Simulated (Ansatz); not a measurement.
`CN(C)[Si]F` + HBr → `CN(C)[Si]Br` + H–F at 400 K and 1 bar (ligand exchange at the Si–F bond).

Isolated molecules relaxed with PBE0-D4/def2-TZVP in Ansatz; ΔE leaves out vibrations. CBS: MP2 limit from def2 TZ/QZ plus the TZ coupled-cluster correction, frozen cores. This one scheme is used for every species. For Br outer-core shells are correlated without core-valence functions, which leaves a few kJ/mol of doubt a bond. Scalar relativity is left out up to krypton. Each species was taken in one conformer, which may not be the lowest.

```
      species  CCSD(T)/CBS energy (Eh)  H − E (kJ/mol)  S (J/(mol·K))
 `CN(C)[Si]F`               -523.34250           255.3          361.2
          HBr              -2573.91920            27.6          207.2
`CN(C)[Si]Br`              -2996.85389           253.5          386.5
          H–F               -100.39570            36.5          182.2
```

H − E and S are ideal-gas, rigid-rotor, harmonic terms from PBE0-D4/def2-TZVP, for one conformer and one mirror image of each species. 1 Eh = 2625.50 kJ/mol, R = 8.31446 J/(mol·K).

**Question.** By hand: ΔE, ΔH, ΔS and ΔG.

**Answer.** ΔE = (-2996.85389) + (-100.39570) − (-523.34250) − (-2573.91920) = 0.01211 Eh = 31.8 kJ/mol. Δ(H − E) = 253.5 + 36.5 − 255.3 − 27.6 = 7.1, so ΔH = 38.9 kJ/mol. ΔS = 386.5 + 182.2 − 361.2 − 207.2 = 0.3 J/(mol·K). ΔG = 38.9 − 400 × (0.3)/1000 = 38.8 kJ/mol.

**Question.** By hand: the equilibrium constant, and the temperature at which ΔG would vanish if ΔH and ΔS stayed fixed.

**Answer.** log₁₀ K = −ΔG/(RT ln 10) = -5.1. ΔG = 0 at ΔH/ΔS = 129667 K, far beyond where these terms or the molecules hold.

The number of gas molecules stays the same, so ΔS is small and ΔH decides. A doubt of 5 kJ/mol in ΔE shifts log₁₀ K by 0.7 here. Other conformers and mirror images would add mixing entropy, several J/(mol·K) or more a flexible species. These are equilibria of isolated gas molecules and say nothing of rates. Largest T1 diagnostic: 0.013 (customary marks: 0.02 for closed shells, 0.045 for open ones).
